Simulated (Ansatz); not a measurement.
`[CH3][InH][Cl]` + H–F → `[F][InH][Cl]` + CH₄ at 400 K and 1 bar (ligand exchange at the In–C bond).

Program: Ansatz. Geometries: PBE0-D4/def2-TZVP. ΔE: electronic, gas phase. CCSD(T)/CBS adds triple-zeta CCSD(T) − MP2 to the extrapolated MP2 energy (def2 sets, frozen cores). This one scheme is used for every species. def2 core potentials past Kr. For In outer-core shells are correlated without core-valence functions, which leaves a few kJ/mol of doubt a bond.

| species | CCSD(T)/CBS energy (Eh) | H − E (kJ/mol) | S (J/(mol·K)) |
| --- | --- | --- | --- |
| `[CH3][InH][Cl]` | -690.09240 | 138.2 | 366.6 |
| H–F | -100.39570 | 36.5 | 182.2 |
| `[F][InH][Cl]` | -750.05448 | 44.4 | 327.9 |
| CH₄ | -40.46206 | 131.3 | 197.2 |

H − E and S are ideal-gas, rigid-rotor, harmonic terms from PBE0-D4/def2-TZVP, for one conformer and one mirror image of each species. 1 Eh = 2625.50 kJ/mol, R = 8.31446 J/(mol·K).

Q: By hand: ΔE, ΔH, ΔS and ΔG.

A: ΔE = (-750.05448) + (-40.46206) − (-690.09240) − (-100.39570) = -0.02844 Eh = -74.7 kJ/mol. Δ(H − E) = 44.4 + 131.3 − 138.2 − 36.5 = 1.0, so ΔH = -73.7 kJ/mol. ΔS = 327.9 + 197.2 − 366.6 − 182.2 = -23.7 J/(mol·K). ΔG = -73.7 − 400 × (-23.7)/1000 = -64.2 kJ/mol.

Q: By hand: the equilibrium constant, and the temperature at which ΔG would vanish if ΔH and ΔS stayed fixed.

A: log₁₀ K = −ΔG/(RT ln 10) = 8.4. ΔG = 0 at ΔH/ΔS = 3110 K, far beyond where these terms or the molecules hold.

ΔH outweighs TΔS. A doubt of 5 kJ/mol in ΔE shifts log₁₀ K by 0.7 here. Other conformers and mirror images would add mixing entropy, several J/(mol·K) or more a flexible species. Modes under 60 cm⁻¹, often nearly free rotors, make the harmonic entropy too high. These are equilibria of isolated gas molecules and say nothing of rates. Largest T1 diagnostic: 0.015 (customary marks: 0.02 for closed shells, 0.045 for open ones).
